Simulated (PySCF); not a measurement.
A calculated (BP86, PySCF 2.14, aug-cc-pVDZ-DK, the spin-free X2C one-electron Hamiltonian (Gaussian nucleus)) atom or ion has these occupied shells.

```json
{"shell": "1s α", "electrons": "1", "orbital energy (eV)": "-118.24", "rms radius, mean of both spins (bohr)": "0.487"}
{"shell": "1s β", "electrons": "1", "orbital energy (eV)": "-117.88", "rms radius, mean of both spins (bohr)": "0.487"}
{"shell": "2s α", "electrons": "1", "orbital energy (eV)": "-14.514", "rms radius, mean of both spins (bohr)": "2.48"}
```

Question: Name the element and its charge.

Answer: Be⁺ (beryllium, charge +1), in [He] 2s1, 2S determinant.
